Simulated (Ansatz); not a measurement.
Born–Oppenheimer molecular dynamics of C2H7BOS (12 atoms, charge 0, multiplicity 1). It starts from a relaxed structure.

Computed with Ansatz 0.2.0, RKS PBE0/STO-3G.

```
ensemble        : NVT, Nosé–Hoover chain
time step       : 0.25 fs
steps asked     : 114
set temperature : 300 K
thermostat      : time constant 3 fs, chain length 1
seed            : 311468
```

Frames 0.25 fs apart, positions in Å.

Velocities at 15.0 fs (Å/ps):

```
B 0.09 4.16 0.29
C 1.03 -3.75 6.70
C -2.71 -2.06 0.44
O 1.90 4.64 -0.73
S -0.07 -1.38 -3.14
H -0.96 -3.86 1.47
H -1.91 -4.96 16.29
H -19.89 -12.92 1.19
H 7.38 11.68 3.67
H 3.71 -20.39 -2.76
H 0.52 15.57 3.30
H 2.45 9.84 -0.13
```

```xyz
12
Properties=species:S:1:pos:R:3 time_fs=15.0 energy_less_start_eV=0.462 T=149
B -1.129 0.720 -0.486
C -0.062 -0.447 -0.144
C 0.645 -0.701 1.231
O 0.385 -1.292 -1.180
S 0.619 1.441 -0.994
H -1.583 1.289 0.445
H -1.800 0.564 -1.468
H 0.358 0.086 1.929
H 1.738 -0.643 1.082
H 0.394 -1.722 1.584
H -0.254 -1.229 -1.970
H 0.884 2.056 0.169
12
Properties=species:S:1:pos:R:3 time_fs=15.2 energy_less_start_eV=0.464 T=148
B -1.129 0.721 -0.486
C -0.062 -0.448 -0.142
C 0.645 -0.702 1.231
O 0.385 -1.291 -1.180
S 0.619 1.441 -0.995
H -1.583 1.288 0.445
H -1.800 0.563 -1.463
H 0.353 0.083 1.929
H 1.740 -0.640 1.083
H 0.395 -1.726 1.583
H -0.254 -1.225 -1.969
H 0.884 2.059 0.169
12
Properties=species:S:1:pos:R:3 time_fs=15.5 energy_less_start_eV=0.465 T=149
B -1.128 0.722 -0.486
C -0.062 -0.449 -0.141
C 0.644 -0.702 1.231
O 0.385 -1.290 -1.181
S 0.619 1.441 -0.996
H -1.583 1.287 0.445
H -1.800 0.561 -1.458
H 0.348 0.079 1.930
H 1.741 -0.638 1.084
H 0.395 -1.731 1.583
H -0.255 -1.220 -1.968
H 0.885 2.062 0.169
12
Properties=species:S:1:pos:R:3 time_fs=15.8 energy_less_start_eV=0.466 T=151
B -1.128 0.723 -0.486
C -0.061 -0.450 -0.139
C 0.643 -0.703 1.231
O 0.386 -1.289 -1.181
S 0.619 1.440 -0.996
H -1.583 1.286 0.445
H -1.800 0.560 -1.453
H 0.342 0.076 1.931
H 1.743 -0.635 1.085
H 0.396 -1.735 1.582
H -0.255 -1.215 -1.967
H 0.886 2.064 0.170
12
Properties=species:S:1:pos:R:3 time_fs=16.0 energy_less_start_eV=0.466 T=155
B -1.128 0.724 -0.486
C -0.061 -0.450 -0.138
C 0.643 -0.704 1.231
O 0.387 -1.288 -1.181
S 0.619 1.440 -0.997
H -1.583 1.284 0.444
H -1.800 0.559 -1.448
H 0.337 0.073 1.932
H 1.744 -0.633 1.087
H 0.397 -1.739 1.582
H -0.256 -1.210 -1.965
H 0.887 2.067 0.170
12
Properties=species:S:1:pos:R:3 time_fs=16.2 energy_less_start_eV=0.465 T=160
B -1.128 0.725 -0.486
C -0.061 -0.451 -0.137
C 0.642 -0.704 1.230
O 0.387 -1.287 -1.180
S 0.619 1.440 -0.998
H -1.583 1.283 0.443
H -1.799 0.557 -1.442
H 0.331 0.069 1.933
H 1.745 -0.630 1.088
H 0.398 -1.742 1.581
H -0.257 -1.205 -1.963
H 0.887 2.070 0.171
12
Properties=species:S:1:pos:R:3 time_fs=16.5 energy_less_start_eV=0.464 T=167
B -1.128 0.726 -0.486
C -0.061 -0.451 -0.136
C 0.642 -0.705 1.230
O 0.388 -1.286 -1.180
S 0.619 1.439 -0.999
H -1.583 1.281 0.442
H -1.798 0.556 -1.436
H 0.324 0.066 1.935
H 1.746 -0.628 1.090
H 0.399 -1.745 1.580
H -0.258 -1.199 -1.961
H 0.888 2.074 0.172
12
Properties=species:S:1:pos:R:3 time_fs=16.8 energy_less_start_eV=0.462 T=176
B -1.128 0.727 -0.485
C -0.060 -0.452 -0.135
C 0.641 -0.706 1.230
O 0.388 -1.285 -1.180
S 0.619 1.439 -1.000
H -1.583 1.279 0.441
H -1.797 0.554 -1.429
H 0.318 0.062 1.936
H 1.747 -0.626 1.092
H 0.400 -1.747 1.579
H -0.260 -1.192 -1.958
H 0.889 2.077 0.173
12
Properties=species:S:1:pos:R:3 time_fs=17.0 energy_less_start_eV=0.460 T=186
B -1.127 0.728 -0.485
C -0.060 -0.452 -0.134
C 0.641 -0.706 1.229
O 0.389 -1.284 -1.180
S 0.619 1.438 -1.000
H -1.583 1.278 0.440
H -1.797 0.552 -1.423
H 0.311 0.058 1.938
H 1.747 -0.624 1.094
H 0.402 -1.749 1.578
H -0.262 -1.185 -1.955
H 0.890 2.080 0.174
12
Properties=species:S:1:pos:R:3 time_fs=17.2 energy_less_start_eV=0.458 T=198
B -1.127 0.729 -0.485
C -0.060 -0.453 -0.133
C 0.640 -0.707 1.229
O 0.389 -1.283 -1.179
S 0.618 1.438 -1.001
H -1.583 1.276 0.439
H -1.796 0.551 -1.416
H 0.304 0.054 1.940
H 1.746 -0.622 1.097
H 0.403 -1.750 1.577
H -0.264 -1.178 -1.952
H 0.890 2.083 0.174
12
Properties=species:S:1:pos:R:3 time_fs=17.5 energy_less_start_eV=0.456 T=211
B -1.127 0.730 -0.485
C -0.060 -0.453 -0.132
C 0.640 -0.708 1.228
O 0.390 -1.282 -1.179
S 0.618 1.438 -1.002
H -1.583 1.274 0.437
H -1.795 0.549 -1.409
H 0.297 0.050 1.943
H 1.746 -0.620 1.099
H 0.404 -1.750 1.576
H -0.266 -1.170 -1.949
H 0.891 2.087 0.175
12
Properties=species:S:1:pos:R:3 time_fs=17.8 energy_less_start_eV=0.454 T=227
B -1.126 0.730 -0.484
C -0.060 -0.453 -0.132
C 0.639 -0.709 1.228
O 0.391 -1.282 -1.179
S 0.618 1.437 -1.002
H -1.583 1.272 0.436
H -1.794 0.547 -1.403
H 0.289 0.045 1.945
H 1.745 -0.618 1.102
H 0.406 -1.750 1.575
H -0.269 -1.162 -1.945
H 0.892 2.090 0.175
```

Of the whole run (28 fs, mean temperature of the second half 299 K): The conserved energy stayed within 0.06 meV per atom of its start (net change 0.016 meV per atom), so the integration is sound. A run of 0.029 ps of so small a system gives no equilibrium averages. Limits of this set-up: minimal basis.

Run time: 12 min on 1 thread of Intel(R) Xeon(R) Processor @ 2.50GHz (Skylake/Cascade Lake), with other jobs on the host, peak memory 0.097 GiB.
